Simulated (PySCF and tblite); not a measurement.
Results of a calculation; reference values are marked as such.
2 diastereomers of C₄H₆BrFO, numbered alike:

```json
{"isomer": "A", "SMILES": "[F:1][C@@H:2]1[CH2:3][C@H:4]([Br:5])[CH2:6][O:7]1", "descriptors (one enantiomer)": "2R, 4S"}
{"isomer": "B", "SMILES": "[F:1][C@H:2]1[CH2:3][C@H:4]([Br:5])[CH2:6][O:7]1", "descriptors (one enantiomer)": "2S, 4S"}
```

Protocol: conformer search, at most 6 conformers an isomer, GFN2-xTB geometries, energies PBE0/def2-SVP (IEF-PCM, water) (D3(BJ) added where defined), weights at 298.15 K with GFN2-xTB thermal terms. Programs: PySCF with density fitting and tblite.

(1) Rank the isomers by free energy at 298.15 K.

(2) If they could interconvert freely, what would the mixture hold (chiral isomers as racemates)?

Answers

(1) 
```json
{"isomer": "B", "ΔG (kcal/mol)": "0.0", "ΔE, lowest conformer": "0.0", "conformers": "2", "largest weight %": "58", "rms dipole (D)": "1.52"}
{"isomer": "A", "ΔG (kcal/mol)": "1.2", "ΔE, lowest conformer": "0.6", "conformers": "1", "largest weight %": "100", "rms dipole (D)": "2.48"}
```

ΔG is for one enantiomer.

(2) B 89 %, A 11 %. A racemate gains RT ln 2.
